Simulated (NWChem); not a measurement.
# GeSiNH7; SMILES [GeH3][SiH2]N

```xyz
10

Si    -0.5768     1.1776     0.0113
N      0.7503     2.3256    -0.0167
Ge     0.0826    -1.1378     0.0040
H     -1.4283     1.4344    -1.2035
H     -1.3801     1.4398     1.2574
H      1.3324     2.3347    -0.8601
H      1.3611     2.3414     0.8061
H      0.9196    -1.4653    -1.2670
H     -1.1134    -2.1320     0.0442
H      0.9915    -1.4510     1.2283
```
Atoms are numbered in this order, from 1.

Level: PBE-D3(BJ)/def2-SVP (NWChem), optimised geometry, unscaled harmonic frequencies. 

```
frequency (cm⁻¹)  IR intensity (km/mol)
----------------  ---------------------
98                                  0.0
126                                 6.0
170                                28.7
322                                14.5
325                                 3.0
430                                22.6
486                               242.2
510                                 0.9
700                                 5.8
751                               342.3
807                                 9.6
831                                38.6
854                                16.0
861                                58.8
878                                93.8
901                                30.6
1503                               26.5
2045                               88.9
2059                              111.7
2062                              126.7
2150                              100.4
2163                              121.0
3470                               24.1
3561                               20.5
```

| Quantity | Value |
|---|---|
| zero-point energy | 40.1 kcal/mol |
| thermal correction to the enthalpy at 298.15 K (with zero-point energy) | 45.1 kcal/mol |
| heat capacity Cv | 24.0 cal/(mol K) |
| entropy at 298.15 K and 1 atm (symmetry number 1) | 81.7 cal/(mol K) |
| dipole moment | 1.35 D |

Rigid rotor and harmonic oscillator; modes under 100 cm⁻¹ make the entropy uncertain.
